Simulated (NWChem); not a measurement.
# CH$_{3}$FSe; SMILES C[Se]F

Results from NWChem. Pople sets run with spherical d functions. Structure relaxed at the PBE0/def2-SVP level. Level SCAN/6-31G*: energy and gradient on several grids; changes count from the extra-fine grid, which is no exact limit either.

| grid | size of the energy change (μHa) | largest change of a gradient component (μHa/bohr) |
|---|---|---|
| xcoarse | 10000 | 6000 |
| coarse | 10000 | 600 |
| medium | 6000 | 700 |
| fine | 800 | 100 |
| xfine | < 10 | < 30 |
